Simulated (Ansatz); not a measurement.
Born–Oppenheimer molecular dynamics of ClGaH$_{2}$ (4 atoms, charge 0, multiplicity 1). It starts from a relaxed structure.

Computed with RKS PBE-D4/def2-mTZVP (Ansatz).

```json
{
  "ensemble": "NVT, Langevin thermostat",
  "time step": "0.5 fs",
  "steps asked": "250",
  "set temperature": "300 K",
  "friction": "0.005 /fs",
  "seed": "594417"
}
```

Frames 2.5 fs apart, positions in Å, forces in eV/Å.

Velocities at 80 fs (Å/ps):

```
Ga 2.26 -0.59 -0.18
H 7.96 30.66 -18.88
Cl 1.64 -0.19 3.30
H 25.11 -6.60 -1.64
```

```xyz
4
Properties=species:S:1:pos:R:3:forces:R:3 time_fs=80 energy_less_start_eV=0.073 T=292
Ga 0.006 0.021 -0.049 0.92 0.22 0.20
H 0.007 0.562 1.461 -0.13 -0.21 -0.51
Cl 2.033 -0.049 -0.963 -0.33 0.06 0.30
H -0.947 -0.473 -1.160 -0.45 -0.07 0.00
4
Properties=species:S:1:pos:R:3:forces:R:3 time_fs=82.5 energy_less_start_eV=0.085 T=248
Ga 0.011 0.020 -0.050 1.02 0.29 0.00
H 0.021 0.635 1.399 -0.17 -0.14 -0.14
Cl 2.037 -0.050 -0.955 -0.23 0.04 0.27
H -0.901 -0.493 -1.165 -0.63 -0.18 -0.13
4
Properties=species:S:1:pos:R:3:forces:R:3 time_fs=85 energy_less_start_eV=0.097 T=211
Ga 0.014 0.019 -0.050 0.94 0.16 -0.52
H 0.022 0.701 1.329 -0.18 0.03 0.35
Cl 2.039 -0.051 -0.946 -0.15 0.01 0.24
H -0.884 -0.518 -1.169 -0.61 -0.21 -0.08
4
Properties=species:S:1:pos:R:3:forces:R:3 time_fs=87.5 energy_less_start_eV=0.102 T=252
Ga 0.018 0.019 -0.050 0.68 -0.05 -1.03
H 0.019 0.767 1.273 -0.19 0.18 0.66
Cl 2.039 -0.051 -0.937 -0.08 -0.01 0.21
H -0.894 -0.553 -1.167 -0.40 -0.12 0.16
4
Properties=species:S:1:pos:R:3:forces:R:3 time_fs=90 energy_less_start_eV=0.087 T=309
Ga 0.024 0.019 -0.049 0.33 -0.03 -1.08
H -0.004 0.853 1.242 -0.18 0.04 0.44
Cl 2.041 -0.050 -0.927 -0.04 -0.03 0.18
H -0.927 -0.597 -1.157 -0.10 0.02 0.46
4
Properties=species:S:1:pos:R:3:forces:R:3 time_fs=92.5 energy_less_start_eV=0.078 T=312
Ga 0.029 0.018 -0.050 0.00 0.26 -0.64
H -0.038 0.942 1.237 -0.13 -0.34 -0.12
Cl 2.042 -0.050 -0.917 -0.01 -0.05 0.15
H -0.967 -0.646 -1.124 0.13 0.13 0.61
4
Properties=species:S:1:pos:R:3:forces:R:3 time_fs=95 energy_less_start_eV=0.073 T=371
Ga 0.035 0.017 -0.052 -0.17 0.55 -0.20
H -0.085 1.011 1.222 -0.03 -0.58 -0.42
Cl 2.043 -0.051 -0.907 0.03 -0.06 0.12
H -0.999 -0.685 -1.058 0.17 0.09 0.50
4
Properties=species:S:1:pos:R:3:forces:R:3 time_fs=97.5 energy_less_start_eV=0.052 T=402
Ga 0.039 0.014 -0.055 -0.28 0.66 0.04
H -0.146 1.051 1.179 0.09 -0.57 -0.40
Cl 2.044 -0.051 -0.898 0.05 -0.07 0.08
H -1.033 -0.723 -0.963 0.13 -0.02 0.28
4
Properties=species:S:1:pos:R:3:forces:R:3 time_fs=100 energy_less_start_eV=0.032 T=443
Ga 0.043 0.013 -0.057 -0.30 0.51 -0.01
H -0.208 1.051 1.118 0.16 -0.25 -0.05
Cl 2.044 -0.051 -0.888 0.08 -0.07 0.05
H -1.063 -0.758 -0.858 0.06 -0.19 0.02
4
Properties=species:S:1:pos:R:3:forces:R:3 time_fs=102.5 energy_less_start_eV=0.050 T=408
Ga 0.046 0.011 -0.059 -0.28 0.18 -0.22
H -0.259 1.040 1.054 0.16 0.23 0.40
Cl 2.044 -0.051 -0.877 0.11 -0.08 0.00
H -1.087 -0.802 -0.749 0.00 -0.33 -0.18
4
Properties=species:S:1:pos:R:3:forces:R:3 time_fs=105 energy_less_start_eV=0.084 T=379
Ga 0.050 0.009 -0.061 -0.52 -0.25 -0.42
H -0.305 1.037 1.008 0.14 0.56 0.63
Cl 2.045 -0.049 -0.867 0.14 -0.07 -0.04
H -1.117 -0.868 -0.653 0.24 -0.23 -0.17
4
Properties=species:S:1:pos:R:3:forces:R:3 time_fs=107.5 energy_less_start_eV=0.094 T=347
Ga 0.052 0.006 -0.063 -0.93 -0.39 -0.23
H -0.344 1.060 0.990 0.20 0.44 0.39
Cl 2.047 -0.045 -0.856 0.19 -0.07 -0.08
H -1.131 -0.955 -0.576 0.55 0.02 -0.08
```

Of the whole run (125 fs, mean temperature of the second half 323 K): A run of 0.12 ps of so small a system gives no equilibrium averages.

Run time: 4.4 min on 1 thread of Arm Neoverse V2 (shared host), peak memory 0.11 GiB.
